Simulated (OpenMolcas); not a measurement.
**Os3+: effect of the basis set**

```json
{
 "Program": "OpenMolcas 26.06",
 "Method": "CASSCF",
 "Active space": "5 electrons in 10 orbitals (5d 6d)",
 "State averaging": "2S+1 = 6 even, 1 root; 2S+1 = 4 even, 24 roots; 2S+1 = 2 even, 70 roots",
 "Spin-orbit coupling": "state interaction with AMFI integrals over the reference wave functions, term energies averaged over their components"
}
```

A. ANO-R2 [8s6p5d3f1g], X2C, finite nucleus; cost about 2.4 core-minutes
B. ANO-RCC-VTZP [8s7p5d3f2g1h], DKH2, point nucleus; cost about 2 core-minutes
C. ANO-RCC-VQZP [9s8p6d4f3g2h], DKH2, point nucleus; cost about 2.6 core-minutes

Energies in cm-1 above 5d5 6S 5/2.

```json
{"Level": "5d5 6S 5/2", "A": "0.0", "B": "0.0", "C": "0.0"}
{"Level": "5d5 4G 7/2", "A": "24695", "B": "24739", "C": "24562"}
{"Level": "5d5 4G 11/2", "A": "25544", "B": "25577", "C": "25423"}
{"Level": "5d5 4G 9/2", "A": "26227", "B": "26255", "C": "26119"}
{"Level": "5d5 4P 1/2 [68 %]", "A": "28748", "B": "28801", "C": "28603"}
{"Level": "5d5 4D 7/2", "A": "31745", "B": "31775", "C": "31630"}
{"Level": "5d5 4D 1/2 [71 %]", "A": "35160", "B": "35176", "C": "35051"}
{"Level": "5d5 2I 11/2", "A": "35961", "B": "35997", "C": "35803"}
{"Level": "5d5 2I 13/2", "A": "38916", "B": "38935", "C": "38790"}
{"Level": "5d5 4F 5/2 [51 %]", "A": "44891", "B": "44930", "C": "44738"}
{"Level": "5d5 2H 9/2 [56 %]", "A": "45982", "B": "46041", "C": "45807"}
{"Level": "5d5 2F 5/2(2) [63 %]", "A": "50413", "B": "50452", "C": "50236"}
{"Level": "5d5 2H 11/2", "A": "52463", "B": "52476", "C": "52359"}
{"Level": "5d5 2F 7/2(2) [56 %]", "A": "53542", "B": "53573", "C": "53380"}
{"Level": "5d5 2S 1/2", "A": "56113", "B": "56154", "C": "55917"}
{"Level": "5d5 2D 3/2(2)", "A": "63060", "B": "63128", "C": "62843"}
{"Level": "5d5 2D 5/2(2) [74 %]", "A": "66363", "B": "66387", "C": "66215"}
{"Level": "5d5 2G 9/2(2)", "A": "68633", "B": "68715", "C": "68397"}
```

Among A to C the level of the table that moves most is 5d5 2G 9/2(2), by 320 cm-1 (lowest in C, highest in B).

Without dynamic correlation excited terms often stand tens of per cent too high (terms of higher spin than the ground term too low), and those without a measured partner can miss by more than the paired ones. Active for correlation alone: 6d; no level in the range computed is led by a configuration that fills it, so any true level of that kind is missing. Only configurations of the active space appear. The table leaves out levels that lie high or whose names do not pair safely across all columns.

A share in square brackets marks a mixed level and gives the weight of the term that names it, the lowest over the columns. A number in round brackets counts repeated terms of one configuration in the order of the reference energies.
